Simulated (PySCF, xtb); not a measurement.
CH7Si2, SMILES [SiH3][CH][SiH3], multiplicity 2.

Harmonic wavenumbers (cm⁻¹) from GFN2-xTB (xtb) at its own minimum, in rising order: 30, 34, 186, 417, 470, 496, 507, 551, 687, 773, 779, 789, 790, 799, 814, 927, 1116, 2181, 2185, 2201, 2206, 2259, 2273, 3017.

What does PySCF 2.14.0 with ωB97X-D3(BJ)/def2-SVP give at its own minimum? (Estimate from the structure and the level; the computed values follow.)

43, 53, 183, 450, 535, 584, 593, 704, 792, 865, 930, 957, 959, 961, 962, 974, 1114, 2230, 2231, 2235, 2241, 2256, 2264, 3173. Paired by order, the mean absolute difference is 77 cm⁻¹ and the zero-point energies are 37.9 and 40.4 kcal/mol.
